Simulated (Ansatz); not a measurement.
Cost and result for the atomization energy of C$_{4}$H$_{7}$NSi (`C[C@H]1[SiH2][C@@H]1C#N`) (13 atoms, 13 bonds).

Cartesian coordinates in Å:
```
C 0.573 1.619 0.387
C 0.043 0.219 0.557
Si -1.524 -0.399 -0.200
C 0.262 -0.765 -0.627
C 0.845 -2.034 -0.347
N 1.299 -3.063 -0.092
H 1.666 1.633 0.437
H 0.280 2.045 -0.576
H 0.189 2.277 1.168
H 0.289 -0.239 1.512
H -2.255 0.464 -1.151
H -2.306 -1.454 0.469
H 0.638 -0.303 -1.536
```

The species carries charge 0 and has multiplicity 1. Geometry: relaxed with PBE0-D4/def2-TZVP. Program: Ansatz. All runs use 4 threads of a server CPU on a shared host. Times are those of one run each, without the atoms' runs, and a repeat can differ threefold. Electronic energies, without spin–orbit coupling; frozen cores. CCSD(T)/CBS adds CCSD(T) − MP2 in def2-TZVPP to the MP2 limit, and its time is that of the two runs behind it. T1 = 0.013. HSE06 is the plane-wave form, built on full-range PBE exchange.

CCSD(T)/CBS is a level of theory with its own doubt, some kJ/mol a heavy atom from the limit and from the frozen cores, so smaller differences don't rank the functionals.

```
                          level  functions  wall time  atomization (kJ/mol)  difference from CCSD(T)/CBS  per bond
         LDA (SPW92)/def2-TZVPP        295      1.2 s                6049.1                        786.8      60.5
           revPBE-D4/def2-TZVPP        295      1.6 s                5294.7                         32.4       2.5
             BLYP-D4/def2-TZVPP        295      1.6 s                5284.2                         21.9       1.7
PBE-D4/def2-TZVPP (with forces)        295        2 s                5424.5                        162.2      12.5
             PBE0-D4/def2-TZVPP        295      2.6 s                5317.5                         55.2       4.2
            HSE06-D4/def2-TZVPP        295      2.6 s                5321.5                         59.2       4.5
               CCSD(T)/def2-SVP        123      4.1 s                5017.6                       -244.7     -18.8
              B97M-V/def2-TZVPP        295      5.5 s                5291.4                         29.1       2.2
             ωB97X-V/def2-TZVPP        295      5.5 s                5293.0                         30.7       2.4
              B2PLYP/def2-TZVPP        295      5.5 s                5230.2                        -32.1      -2.5
                 MP2/def2-QZVPP        565       23 s                5316.7                         54.4       4.2
             CCSD(T)/def2-TZVPP        295      3 min                5128.8                       -133.5     -10.3
              CCSD(T)/CBS(def2)          –    3.4 min                5262.3                          0.0       0.0
```

The D4 term adds +46.3 kJ/mol with B3LYP and +24.5 kJ/mol with PBE0; it sums over pairs of atoms, weighted by their polarisabilities, and B3LYP, whose exchange is more repulsive, gets the larger term. From BLYP to BHLYP (50 % exact exchange), in def2-TZVPP and without D4, the atomization energy moves by −141.7 kJ/mol: exact exchange takes away binding that semilocal exchange gives to molecules. At CCSD(T), def2-SVP lies −244.7 kJ/mol from the extrapolated value and def2-TZVPP −133.6 kJ/mol: correlation converges slowly with the basis, and small sets miss more of it in the bonded molecule than in its fragments.

B3LYP here is the variant with VWN-RPA as its local correlation; programs differ in this.
